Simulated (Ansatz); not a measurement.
The same path of CH₇NOSi (11 atoms, charge 0, multiplicity 1) was run twice with different band settings. Lost on the way: Si1–H5. Made: N2–H5.

Computed with RKS PBE0-D4/6-31G* in Ansatz 0.2.0.

Relaxed end points:

```xyz
11
Properties=species:S:1:pos:R:3
Si 0.137 -0.008 0.154
N 0.771 0.161 1.742
H 0.292 0.693 2.455
H 1.387 -0.532 2.142
H 1.214 -0.698 -0.614
H -0.207 1.331 -0.375
O -1.282 -0.858 -0.012
C -1.345 -2.229 0.302
H -1.156 -2.412 1.370
H -2.350 -2.591 0.065
H -0.620 -2.815 -0.282
```

```xyz
11
Properties=species:S:1:pos:R:3
Si 0.042 0.153 -0.548
N 0.992 -0.058 1.333
H 0.435 -0.584 2.005
H 1.195 0.857 1.734
H 1.877 -0.546 1.207
H -1.172 0.669 0.269
O -0.396 -1.486 -0.615
C -1.337 -2.102 0.217
H -0.860 -2.547 1.108
H -2.108 -1.396 0.562
H -1.829 -2.918 -0.325
```

Common settings: movable images 5; climbing image yes; spring 5.0 eV/Å²; optimiser quadratic models (default); start path through a guess of the saddle point; iteration limit 60; end points relaxed.

| run | force threshold |
| --- | --- |
| 1 | 0.05 eV/Å |
| 2 | 0.5 eV/Å |

**Question.** What does each run give, and how far can it be trusted?

**Answer.** Run 1: converged after 27 iterations, highest image 3.177 eV above the first end. The profile has 2 maxima (images 2, 4) with wells between them (image 3): this band takes more than one step, which may be the mechanism or a detour left from its start path. Neighbouring images differ by up to 3.2 eV, so the band resolves the path poorly. A vibrational analysis at the climbing image gives one clearly imaginary mode, 1541i cm⁻¹: a first-order saddle point.
Run 2: converged after 16 iterations, highest image 3.225 eV above the first end. The threshold of 0.5 eV/Å is loose, so the images may lie well off the minimum-energy path. The profile has 2 maxima (images 2, 4) with wells between them (image 3): this band takes more than one step, which may be the mechanism or a detour left from its start path. Neighbouring images differ by up to 3.2 eV, so the band resolves the path poorly. The order of the point at the top wasn't checked.
The orbitals stay closed-shell, which can raise the energy where a bond breaks towards radicals; this wasn't checked here.
